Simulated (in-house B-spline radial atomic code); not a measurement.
Atomic self-consistent-field run: Cd5+. Computed with an all-electron radial atomic-structure program (B-spline basis): scalar-relativistic (X2C) PW91, spin-polarised, spherical fractional occupations, Fermi nucleus of rms radius 4.6087 fm.

Command:
```bash
python run_scf.py task.json out
```
Settings (nuclear radius in fm, mass in u):
```
Z                48
configuration    [Kr] 4d7
hamiltonian      x2c
method           pw91,pw91
spin_polarised   True
nucleus          fermi
rms_radius       4.6087
atomic_mass      113.90336
speed_of_light   137.035999084
```

Output (hartree, bohr):
```
 radial grid: 67 intervals, B-splines of order 8, outer radius 18.2456 bohr

 iter        energy (Eh)    residual
    1       -5572.471330    8.28e-01
    2       -5581.453490    5.02e-01
    3       -5587.279313    1.22e-01
    4       -5587.573027    2.61e-02
    5       -5587.582933    1.43e-02
    6       -5587.586997    3.64e-03
    7       -5587.587180    2.75e-04
    8       -5587.587182    5.36e-06
    9       -5587.587182    6.05e-07
   10       -5587.587182    5.03e-08

 total energy                     -5587.58718
 kinetic                            5860.1759
 electron-nucleus                 -13440.5187
 Hartree                            2146.7594
 exchange-correlation               -154.0038

 orbital      occ     eigenvalue          <r>       <r^2>       <1/r>       r_max
 1s up      1.000      -975.9923    0.0298384  0.00121456     52.7758     0.01901
 1s down    1.000      -975.9923    0.0298383  0.00121456     52.7758     0.01901
 2s up      1.000      -147.3244     0.131183   0.0203516     11.9294      0.1112
 2s down    1.000      -147.2967     0.131175   0.0203492     11.9305      0.1111
 2p up      3.000      -132.5602     0.114595   0.0160502     11.1607      0.0887
 2p down    3.000      -132.5391     0.114584   0.0160472     11.1617     0.08869
 3s up      1.000       -29.7236     0.358064    0.146784     4.15092       0.324
 3s down    1.000       -29.7095     0.358009    0.146714     4.15072       0.324
 3p up      3.000       -24.8733     0.356748    0.147871     3.88888       0.317
 3p down    3.000       -24.8572     0.356665    0.147768     3.88883      0.3171
 3d up      5.000       -17.2538     0.334495    0.133146     3.64526      0.2655
 3d down    5.000       -17.2290     0.334415    0.133031     3.64516      0.2657
 4s up      1.000        -6.6119     0.866119    0.847242     1.61391      0.7922
 4s down    1.000        -6.5090     0.865091    0.845694     1.61755      0.7908
 4p up      3.000        -5.1537     0.933118     0.99106     1.45828      0.8382
 4p down    3.000        -5.0489      0.93285    0.991373     1.46031      0.8367
 4d up      5.000        -3.0011      1.11053     1.43431     1.18697      0.9425
 4d down    2.000        -2.8990      1.11696     1.45475      1.1828      0.9418

 Slater integrals (Eh)
   F0(4p up,4p up)               0.963237
   F2(4p up,4p up)               0.507163
   F0(4p up,4p down)             0.963433
   F2(4p up,4p down)             0.506929
   F0(4p up,4d up)               0.877755
   F2(4p up,4d up)               0.445546
   G1(4p up,4d up)               0.565171
   G3(4p up,4d up)               0.349496
   F0(4p up,4d down)             0.875212
   F2(4p up,4d down)             0.443270
   F0(4p down,4p down)           0.963629
   F2(4p down,4p down)           0.506699
   F0(4p down,4d up)             0.877861
   F2(4p down,4d up)             0.445221
   F0(4p down,4d down)           0.875318
   F2(4p down,4d down)           0.442947
   G1(4p down,4d down)           0.561824
   G3(4p down,4d down)           0.346971
   F0(4d up,4d up)               0.812106
   F2(4d up,4d up)               0.413843
   F4(4d up,4d up)               0.274545
   F0(4d up,4d down)             0.809972
   F2(4d up,4d down)             0.412080
   F4(4d up,4d down)             0.273159
   (list cut)
```

Run time, properties included: 0.45 s on 1 thread of Arm Neoverse N1, with other jobs on the host.

One-electron X2C: radii and densities carry no picture-change correction, so inner-shell <1/r> comes out high (for 1s by about 2 % at Z = 33, 5 % at 54, 10 % at 75, 30 % at 118) and <r> low.
